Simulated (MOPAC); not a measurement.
Job for MOPAC: PM6 on BH5O2Si (SMILES OB(O)[SiH3]), a point of a torsion scan.

```
PM6 1SCF PRECISE CHARGE=0 THREADS=1
BH5O2Si

O     -1.46032597 1    -1.09599950 1    -0.13616990 1
B     -0.69443994 1    -0.00954409 1     0.09587813 1
O     -1.36517598 1     1.13422310 1     0.42697058 1
Si     1.26371124 1    -0.19396304 1    -0.08358216 1
H     -2.40601748 1    -0.95422368 1    -0.04614782 1
H     -0.85173758 1     1.92077066 1     0.59912051 1
H      1.77222479 1     0.31609838 1    -1.36858966 1
H      1.77332698 1    -1.56126714 1     0.03833108 1
H      1.99583856 1     0.60498090 1     0.91983740 1
```

Program output:

```
*******************************************************************************
 **                                                                           **
 **                              MOPAC v23.2.5                                **
 **                                                                           **
 *******************************************************************************
 ** MOPAC's Digital Object Identifier: https://doi.org/10.5281/zenodo.6511958 **
 **                                                                           **
 ** Please cite the open-source release paper for use of this MOPAC version:  **
 ** J. E. Moussa and J. J. P. Stewart (2026)                                  **
 ** MOPAC: An open-source semiempirical molecular orbital program             **
 ** J. Open Source Softw., 11(119), 8025, https://doi.org/10.21105/joss.08025 **
 *******************************************************************************

                              PM6 CALCULATION RESULTS

 *******************************************************************************
 *  PM6        - The PM6 Hamiltonian to be used
 *
 *
 *
 *                 CHARGE ON SYSTEM = 0
 *
 *
 *
 *  PRECISE    - TIGHTER CRITERIA TO BE USED
 *  1SCF       - DO 1 SCF AND THEN STOP
 *  THREADS=1  - MULTI-THREADING NOT USED
 *  T=         - A TIME OF 172800.0 SECONDS REQUESTED
 *  DUMP=N     - RESTART FILE WRITTEN EVERY 7200.0 SECONDS REQUESTED
 *******************************************************************************
PM6 1SCF PRECISE CHARGE=0 THREADS=1
 BH5O2Si

   ATOM   CHEMICAL          X               Y               Z
  NUMBER   SYMBOL      (ANGSTROMS)     (ANGSTROMS)     (ANGSTROMS)

     1       O         -1.46032597  *  -1.09599950  *  -0.13616990  *
     2       B         -0.69443994  *  -0.00954409  *   0.09587813  *
     3       O         -1.36517598  *   1.13422310  *   0.42697058  *
     4      Si          1.26371124  *  -0.19396304  *  -0.08358216  *
     5       H         -2.40601748  *  -0.95422368  *  -0.04614782  *
     6       H         -0.85173758  *   1.92077066  *   0.59912051  *
     7       H          1.77222479  *   0.31609838  *  -1.36858966  *
     8       H          1.77332698  *  -1.56126714  *   0.03833108  *
     9       H          1.99583856  *   0.60498090  *   0.91983740  *



          CARTESIAN COORDINATES

    NO.       ATOM           X           Y           Z

     1         O         -1.4603     -1.0960     -0.1362
     2         B         -0.6944     -0.0095      0.0959
     3         O         -1.3652      1.1342      0.4270
     4        Si          1.2637     -0.1940     -0.0836
     5         H         -2.4060     -0.9542     -0.0461
     6         H         -0.8517      1.9208      0.5991
     7         H          1.7722      0.3161     -1.3686
     8         H          1.7733     -1.5613      0.0383
     9         H          1.9958      0.6050      0.9198

 General Reference for PM6:
 "Optimization of Parameters for Semiempirical Methods V: Modification of NDDO Approximations
 and Application to 70 Elements", J. J. P. Stewart, J. Mol. Mod., 13, 1173-1213 (2007)
 URL: https://link.springer.com/article/10.1007/s00894-007-0233-4

           Empirical Formula: H5 O2 B Si  =     9 atoms



      MOLECULAR POINT GROUP   :   C1


      RHF CALCULATION, NO. OF DOUBLY OCCUPIED LEVELS = 12


 -------------------------------------------------------------------------------
 PM6 1SCF PRECISE CHARGE=0 THREADS=1
 BH5O2Si



     1SCF WAS SPECIFIED, SO BFGS WAS NOT USED
     SCF FIELD WAS ACHIEVED


                              PM6 CALCULATION
                                                       MOPAC v23.2.5 Linux




          FINAL HEAT OF FORMATION =       -108.70712 KCAL/MOL =    -454.83057 KJ/MOL


          COSMO AREA              =        116.27 SQUARE ANGSTROMS
          COSMO VOLUME            =        104.14 CUBIC ANGSTROMS

          IONIZATION POTENTIAL    =          9.778819 EV
          HOMO LUMO ENERGIES (EV) =         -9.779 -0.365
          NO. OF FILLED LEVELS    =         12
          MOLECULAR WEIGHT        =         75.9338         POINT GROUP:  C1

          MOLECULAR DIMENSIONS (Angstroms)

            Atom       Atom       Distance
            H     9    H     5     4.76871
            H     8    H     6     4.23778
            H     5    H     7     2.10008


          SCF CALCULATIONS        =          1





   ATOM   CHEMICAL          X               Y               Z
  NUMBER   SYMBOL      (ANGSTROMS)     (ANGSTROMS)     (ANGSTROMS)

     1       O         -1.46032597  *  -1.09599950  *  -0.13616990  *
     2       B         -0.69443994  *  -0.00954409  *   0.09587813  *
     3       O         -1.36517598  *   1.13422310  *   0.42697058  *
     4      Si          1.26371124  *  -0.19396304  *  -0.08358216  *
     5       H         -2.40601748  *  -0.95422368  *  -0.04614782  *
     6       H         -0.85173758  *   1.92077066  *   0.59912051  *
     7       H          1.77222479  *   0.31609838  *  -1.36858966  *
     8       H          1.77332698  *  -1.56126714  *   0.03833108  *
     9       H          1.99583856  *   0.60498090  *   0.91983740  *

                             CARTESIAN COORDINATES

   1    O       -1.460325970    -1.095999500    -0.136169900
   2    B       -0.694439940    -0.009544090     0.095878130
   3    O       -1.365175980     1.134223100     0.426970580
   4   Si        1.263711240    -0.193963040    -0.083582160
   5    H       -2.406017480    -0.954223680    -0.046147820
   6    H       -0.851737580     1.920770660     0.599120510
   7    H        1.772224790     0.316098380    -1.368589660
   8    H        1.773326980    -1.561267140     0.038331080
   9    H        1.995838560     0.604980900     0.919837400


           Empirical Formula: H5 O2 B Si  =     9 atoms



      MOLECULAR POINT GROUP   :   C1


                  EIGENVALUES
 -30.88081 -30.52343 -20.67986 -19.83701 -18.59852 -14.95566 -14.62391 -13.67671
 -12.34169 -11.62335 -11.58289  -9.77882  -0.36472   0.22289   0.74962   1.22421
   1.50823   1.64611   2.15216   3.09139   3.49171   3.76988   4.54189   4.63884
   5.19806   5.55135


              NET ATOMIC CHARGES AND DIPOLE CONTRIBUTIONS

  ATOM NO.   TYPE          CHARGE      No. of ELECS.   s-Pop       p-Pop       d-Pop
    1          O          -0.467314        6.4673     1.72170     4.74561
    2          B           0.181913        2.8181     1.03638     1.78171
    3          O          -0.547703        6.5477     1.70799     4.83971
    4         Si           0.180059        3.8199     1.24188     2.09177     0.48629
    5          H           0.328844        0.6712     0.67116
    6          H           0.349622        0.6504     0.65038
    7          H          -0.008237        1.0082     1.00824
    8          H          -0.004475        1.0045     1.00447
    9          H          -0.012709        1.0127     1.01271
 DIPOLE           X         Y         Z       TOTAL
 POINT-CHG.     1.895     1.003     0.124     2.147
 HYBRID        -1.848     0.279     0.216     1.881
 SUM            0.047     1.282     0.340     1.327


          ATOMIC ORBITAL ELECTRON POPULATIONS

     Atom    s        px        py        pz      x^2-y^2     xz        z^2       yz        xy
    1  O   1.72170   1.35179   1.61167   1.78215
    2  B   1.03638   0.80899   0.57804   0.39469
    3  O   1.70799   1.67181   1.37474   1.79316
    4 Si   1.24188   0.62567   0.73811   0.72799   0.11182   0.08672   0.10763   0.09488   0.08524
    5  H   0.67116
    6  H   0.65038
    7  H   1.00824
    8  H   1.00447
    9  H   1.01271

 **********************
 *                    *
 * JOB ENDED NORMALLY *
 *                    *
 **********************




 == MOPAC DONE ==
```

The run finished.

Cost: very roughly 0.020 core-seconds.
